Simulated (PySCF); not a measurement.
C6H7N3O.
Numbering: `[CH:1]#[C:2][CH2:3][n:4]1[n:5][cH:6][c:7]([O:8][CH3:9])[n:10]1` (hydrogens: H11 on C1; H12, H13 on C3; H14 on C6; H15, H16, H17 on C9)

Theory: PySCF 2.14.0, PBE0-D3(BJ)/def2-SVP geometry optimisation, gas phase.

Entries marked ? are missing. Bonds in one row agree within 0.01 Å.

| coordinate | value |
| --- | --- |
| C1≡C2 | 1.209 Å |
| C2–C3 | 1.461 Å |
| C3–N4 | ? |
| N4–N5 | ? |
| N5–C6 | ? |
| C6–C7 | 1.413 Å |
| C7–O8 | 1.328 Å |
| O8–C9 | 1.410 Å |
| C7–N10 | 1.324 Å |
| N4–N10 | ? |
| C1–H11 | 1.075 Å |
| C3–H12, C3–H13 | 1.100 Å |
| C6–H14 | 1.087 Å |
| C9–H15, C9–H16, C9–H17 | 1.100 Å |
| C1–C2–C3 | 179.3° |
| C2–C3–N4 | 113.5° |
| C3–N4–N5 | 122.0° |
| C3–N4–N10 | ? |
| N5–N4–N10 | 116.0° |
| N4–N5–C6 | ? |
| N5–C6–C7 | 107.4° |
| C6–C7–O8 | ? |
| C6–C7–N10 | 108.8° |
| O8–C7–N10 | 124.4° |
| C7–O8–C9 | 116.1° |
| N4–N10–C7 | 103.3° |

Task: Fill in the missing values.

Result: 
- C3–N4 = 1.444 Å, drawn single (sp3 carbon bound to nitrogen to pyrrole-type nitrogen); 0.03 Å below the sum of covalent radii, 1.47 Å.
- N4–N5 = 1.312 Å, aromatic (pyrrole-type nitrogen to pyridine-type nitrogen); 0.11 Å below the sum of covalent radii, 1.42 Å.
- N5–C6 = 1.326 Å, aromatic (pyridine-type nitrogen to aromatic CH next to a ring nitrogen); 0.11 Å below the sum of covalent radii, 1.44 Å.
- N4–N10 = 1.326 Å, aromatic (pyrrole-type nitrogen to pyridine-type nitrogen); 0.09 Å below the sum of covalent radii, 1.42 Å.
- C3–N4–N10 = 121.6°, at the pyrrole-type nitrogen; the outer atoms are 2.419 Å apart.
- N4–N5–C6 = 104.4°, at the pyridine-type nitrogen, inside a 5-membered ring; the outer atoms are 2.085 Å apart.
- C6–C7–O8 = 126.8°, at the aromatic carbon bearing oxygen; the outer atoms are 2.451 Å apart.

Radii are Cordero's, carbon taken as 0.76, 0.73 or 0.69 Å for four, three, and two or fewer neighbours.

No PBE0-D3(BJ)/def2-SVP frequencies stand behind this structure, so it isn't proved a minimum. One conformer, not necessarily the lowest (C2–C3–N4–N5 -96°, C6–C7–O8–C9 179°).

Time: 3.0 min; peak memory 0.83 GiB. Hardware: an Arm Neoverse V1 with one thread, on a shared host. These figures are those of the optimisation.
